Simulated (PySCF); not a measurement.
The same groups moved round the core (pyrene boryl). All species are isolated molecules in the gas phase. One relaxed conformer stands for each flexible species; it need not be the lowest. Strings in code marks are SMILES.

Quantity: electronic energy of isomers of C16H11B relative to `Bc1cc2ccc3cccc4ccc(c1)c2c34`, in kcal/mol.

Case: `Bc1cc2cccc3ccc4cccc1c4c32`. Geometry of `Bc1cc2cccc3ccc4cccc1c4c32` (neutral, multiplicity 1, Å):

```xyz
28

B      2.1867     3.0454    -0.4897
C      1.1732     1.9017    -0.3098
C     -0.1597     2.2561    -0.1981
C     -1.2174     1.3094    -0.0263
C     -2.5639     1.7039     0.0837
C     -3.5696     0.7532     0.2505
C     -3.2521    -0.6051     0.3107
C     -1.9207    -1.0461     0.2053
C     -1.5652    -2.4379     0.2639
C     -0.2658    -2.8349     0.1582
C      0.7993    -1.8838    -0.0154
C      2.1410    -2.2853    -0.1256
C      3.1485    -1.3380    -0.2929
C      2.8447     0.0233    -0.3537
C      1.5201     0.4815    -0.2492
C      0.4813    -0.4896    -0.0774
C     -0.8826    -0.0785     0.0338
H      3.3741     2.8702    -0.5985
H      1.7736     4.1794    -0.5240
H     -0.4296     3.3146    -0.2422
H     -2.8107     2.7674     0.0364
H     -4.6112     1.0710     0.3346
H     -4.0447    -1.3462     0.4418
H     -2.3624    -3.1737     0.3955
H     -0.0068    -3.8957     0.2040
H      2.3844    -3.3496    -0.0785
H      4.1887    -1.6612    -0.3776
H      3.6469     0.7487    -0.4848
```

Predict the electronic energy of isomers of C16H11B relative to `Bc1cc2ccc3cccc4ccc(c1)c2c34` from HF/STO-3G // B3LYP-D3(BJ)/def2-SVP (PySCF).

1.61 kcal/mol.
